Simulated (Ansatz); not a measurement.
Species: MoH₅, net charge 0, doublet state. The spin state was set by rule; other spins were not relaxed. SMILES: [MoH5]
Coordinates optimised at B3LYP-D3(BJ)/def2-TZVP (Ansatz, a quantum-chemistry and plane-wave program):
```xyz
6

Mo     0.0359     0.0055    -0.0157
H      0.5949     1.3471    -0.9116
H     -1.0824     0.3815     1.1428
H      0.7019    -0.1992     1.5155
H     -1.5709    -0.3261    -0.2217
H     -0.1505    -1.4341    -0.8658
```
Charge 0, spin multiplicity 2.

Computed values are from Ansatz. Valence correlation only, unless marked. UHF or UKS for open shells. Spin-orbit coupling is left out. The frozen core is the preceding noble-gas configuration, with the filled d and f shells of earlier blocks. Past Kr the def2 sets carry scalar-relativistic core potentials. CBS marks a two-point X^-3 extrapolation of the correlation energy; Hartree-Fock from the larger set. [CCSD(T)-MP2]/basis is that difference in the basis named.

```
Item                                                                                                                 Result
-------------------------------------------  ------------------------------------------------------------------------------
atomisation energy De                        1226.3 kJ/mol at RI-MP2/CBS(def2-TZVPPD,def2-QZVPPD)+[CCSD(T)-MP2]/def2-TZVPPD
vertical ionisation energy (to the singlet)        9.03 eV at RI-MP2/CBS(def2-TZVPPD,def2-QZVPPD)+[CCSD(T)-MP2]/def2-TZVPPD
total energy                                   -70.6303 Eh at RI-MP2/CBS(def2-TZVPPD,def2-QZVPPD)+[CCSD(T)-MP2]/def2-TZVPPD
dipole moment                                                                                   1.25 D at CCSD(T)/def2-SVPD
T1 diagnostic                                                                                     0.044 at CCSD/def2-TZVPPD
```
